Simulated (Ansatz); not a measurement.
Geometry optimisation, UKS B3LYP-D4/6-31G* (Ansatz).

Input file:

```yaml
crystal:
  periodic: [false, false, false]
  atoms:
    - { symbol: Al, position_ang: [0.283101, -0.680214, -0.05401] }
    - { symbol: H, position_ang: [1.142733, -0.134011, -1.212321] }
    - { symbol: "N", position_ang: [1.029307, -0.979348, 1.53472] }
    - { symbol: "N", position_ang: [-1.423528, -1.084139, -0.368252] }
    - { symbol: H, position_ang: [0.895212, 1.776312, -1.159564] }
    - { symbol: S, position_ang: [0.297807, 2.842868, -0.568158] }
    - { symbol: H, position_ang: [1.983248, -0.726712, 1.758532] }
    - { symbol: H, position_ang: [0.552316, -1.302996, 2.366134] }
    - { symbol: H, position_ang: [-2.09072, -1.42176, 0.313303] }
    - { symbol: H, position_ang: [-1.860131, -1.018003, -1.278469] }
    - { symbol: H, position_ang: [-0.809245, 2.727902, -1.331914] }
magnetization:
  spin_polarized: true
basis:
  gaussian: { orbitals: "6-31G*" }
hamiltonian:
  xc: b3lyp
  dispersion: d4
relax:
  f_tol: 0.03
  max_steps: 50
```

Run as:

```bash
$ ansatz run input.yaml --threads 2 --pin off --max-ram 3072MiB --backend cpu --events-out ev --progress --plain --runs-dir out
```

**Question.** Where does it end, and by what steps?

**Answer.** The run converged. The force dipped under the threshold on the way, but the program's further checks kept it going. After 24 steps the energy has fallen by 0.207 eV; H5 moved furthest, 1.11 Å. Joined: Al1–S6.

```csv
step,energy less start (eV),largest force component (eV/Å),accepted
0,0.0000,0.508,yes
1,-0.0466,0.169,yes
2,-0.0496,0.131,yes
3,-0.0560,0.124,yes
4,-0.0574,0.452,yes
5,-0.0703,0.243,yes
6,-0.0827,0.584,yes
7,-0.1055,0.771,yes
8,-0.1351,0.448,yes
9,-0.1486,0.403,yes
10,-0.1614,0.183,yes
11,-0.1665,0.147,yes
12,-0.1733,0.092,yes
13,-0.1420,0.956,no
14,-0.1771,0.073,yes
15,-0.1831,0.235,yes
16,-0.1858,0.504,yes
17,-0.2024,0.100,yes
18,-0.2054,0.033,yes
19,-0.2049,0.149,no
20,-0.2030,0.072,no
21,-0.2061,0.010,yes
22,-0.2064,0.067,yes
23,-0.2068,0.032,yes
24,-0.2069,0.010,yes
```

```xyz
11
Properties=species:S:1:pos:R:3
Al 0.270 -0.618 -0.194
H 1.186 -0.753 -1.487
N 1.046 -0.703 1.423
N -1.508 -0.875 -0.370
H 1.069 2.663 -0.517
S -0.116 2.046 -0.313
H 2.044 -0.812 1.552
H 0.568 -0.844 2.304
H -2.145 -1.002 0.406
H -1.911 -1.283 -1.205
H -0.503 2.181 -1.598
```

Whether the end is a true minimum wasn't checked by a vibrational analysis.

The run took 47 s on 2 threads of Intel(R) Xeon(R) 6975P-C (Granite Rapids) (shared host), peak memory 0.26 GiB.
